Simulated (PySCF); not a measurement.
## `C=C(C)P[SiH](C)C`: 4 charge schemes on one density

C5H13PSi.
Z-matrix (Å and degrees, GFN2-xTB geometry), rows numbered from 1:
```
C 
C   1  1.3274
C   2  1.4963  1  123.10
P   2  1.8262  1  119.16  3   179.30
Si  4  2.2556  2   98.07  1    94.66
C   5  1.9030  4  107.27  2   -71.45
C   5  1.9034  4  106.19  2   169.44
H   1  1.0774  2  121.41  3  -178.74
H   1  1.0786  2  122.07  3     1.22
H   3  1.0883  2  110.76  1    -0.16
H   3  1.0901  2  110.06  1   120.15
H   3  1.0903  2  110.40  1  -120.97
H   4  1.3937  2   95.99  1  -170.11
H   5  1.4797  4  114.79  2    49.15
H   6  1.0864  5  110.96  4   -55.75
H   6  1.0860  5  110.91  4    63.76
H   6  1.0851  5  111.51  4  -175.98
H   7  1.0861  5  110.97  4    56.88
H   7  1.0848  5  111.00  4   176.86
H   7  1.0857  5  111.45  4   -62.95
```

Density: PBE0/pcSseg-1 (PySCF); schemes: Mulliken, IAO, Hirshfeld and ESP-fitted. The structure is a single GFN2-xTB conformer in the gas phase; no vibrational or solvent corrections.

Which atoms carry the lowest charge in the Mulliken, IAO, Hirshfeld and ESP-fitted schemes?

The schemes don't all agree: Mulliken C2 (-0.622); IAO C7 (-0.714); Hirshfeld C6 and C7 (-0.216); ESP-fitted C6 (-0.710).

Which atoms carry the highest charge in the Mulliken, IAO, Hirshfeld and ESP-fitted schemes?

All schemes agree: Mulliken Si5 (+0.616); IAO Si5 (+0.750); Hirshfeld Si5 (+0.322); ESP-fitted Si5 (+0.779).

For which atoms does the sign change between the 4 schemes (beyond +0.03 e in one, beyond −0.03 e in another)?

C2 and P4. Atomic charges aren't observables, and each scheme defines them in its own way.

Give the atomic charges in each scheme.

In e:

| atom | environment | Mulliken | IAO | Hirshfeld | ESP-fitted |
| --- | --- | --- | --- | --- | --- |
| C1 | terminal =CH2 carbon | -0.064 | -0.334 | -0.112 | -0.687 |
| C2 | fully substituted alkene carbon | -0.622 | -0.150 | -0.034 | +0.497 |
| C3 | allylic carbon | -0.143 | -0.420 | -0.119 | -0.625 |
| P4 | three-coordinate phosphorus | +0.010 | +0.060 | +0.018 | -0.468 |
| Si5 | SiH silicon | +0.616 | +0.750 | +0.322 | +0.779 |
| C6 | Si-methyl carbon | -0.612 | -0.713 | -0.216 | -0.710 |
| C7 | Si-methyl carbon | -0.615 | -0.714 | -0.216 | -0.615 |
| H8 | vinylic hydrogen | +0.111 | +0.147 | +0.041 | +0.241 |
| H9 | vinylic hydrogen | +0.108 | +0.145 | +0.044 | +0.218 |
| H10 | methyl hydrogen | +0.113 | +0.145 | +0.046 | +0.174 |
| H11 | methyl hydrogen | +0.133 | +0.152 | +0.045 | +0.171 |
| H12 | methyl hydrogen | +0.131 | +0.150 | +0.042 | +0.139 |
| H13 | P–H hydrogen | +0.048 | -0.021 | -0.014 | +0.127 |
| H14 | Si–H hydrogen | -0.063 | -0.135 | -0.087 | -0.190 |
| H15 | methyl hydrogen | +0.140 | +0.154 | +0.040 | +0.172 |
| H16 | methyl hydrogen | +0.148 | +0.159 | +0.037 | +0.165 |
| H17 | methyl hydrogen | +0.140 | +0.156 | +0.042 | +0.172 |
| H18 | methyl hydrogen | +0.144 | +0.157 | +0.041 | +0.161 |
| H19 | methyl hydrogen | +0.140 | +0.156 | +0.042 | +0.138 |
| H20 | methyl hydrogen | +0.138 | +0.155 | +0.041 | +0.138 |

Mean size of the charges over all atoms: ESP-fitted 0.329 e, IAO 0.249 e, Mulliken 0.212 e, Hirshfeld 0.080 e. Each set sums to the total charge, 0, to within 0.001 e. The Mulliken scheme counts on each atom the diagonal of the density matrix times the overlap matrix over that atom's basis functions. The Hirshfeld scheme divides the density at each point in proportion to the densities of the neutral, spherically averaged free atoms.

How closely do the schemes follow one another over all atoms?

Correlation coefficient and root-mean-square difference: IAO with Hirshfeld 0.98, 0.220 e; Mulliken with IAO 0.90, 0.146 e; Mulliken with Hirshfeld 0.87, 0.206 e; IAO with ESP-fitted 0.85, 0.214 e; Hirshfeld with ESP-fitted 0.84, 0.312 e; Mulliken with ESP-fitted 0.58, 0.331 e.

How many electrons does the IAO scheme count on C2?

Z − q = 6 − (-0.150) = 6.150.
